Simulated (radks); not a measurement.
Values are calculated unless marked as measured or tabulated.
Valence configurations of Pm III (all share [Xe]). Code: a radial shooting solver on a logarithmic mesh with Libxc functionals. Model: Dirac Kohn-Sham, BLYP, spin-unpolarised, spherical densities, point nucleus; open shells fill j = l - 1/2 first. Energies are relative to 4f5; eigenvalues in eV.

4f5: E (eV) 0.000; e(4f5/2) -15.147
4f4.5 6s0.5: E (eV) 1.374; e(4f5/2) -19.006; e(6s1/2) -14.739
4f4 5d1: E (eV) 3.387; e(4f5/2) -20.723; e(5d3/2) -15.178
4f4 6s1: E (eV) 4.347; e(4f5/2) -23.320; e(6s1/2) -15.625
4f3 5d2: E (eV) 11.405; e(4f5/2) -27.282; e(5d3/2) -16.652
4f3 6s2: E (eV) 15.919; e(4f5/2) -33.028; e(6s1/2) -17.352
4f3 6s1 6p1: E (eV) 20.213; e(4f5/2) -33.936; e(6p1/2) -13.513; e(6s1/2) -17.838
4f3 6p2: E (eV) 24.568; e(4f5/2) -34.824; e(6p1/2) -13.919
4f2 6s1 6p2: E (eV) 45.595; e(4f5/2) -45.632; e(6p1/2) -15.112; e(6s1/2) -19.918
4f2 6p3: E (eV) 51.201; e(4f5/2) -46.707; e(6p1/2) -15.595; e(6p3/2) -14.820

NIST lists [Xe] 4f5 as the ground configuration; this level of theory agrees among the configurations tried. The energies are those of spherical spin-averaged densities, not of single terms.
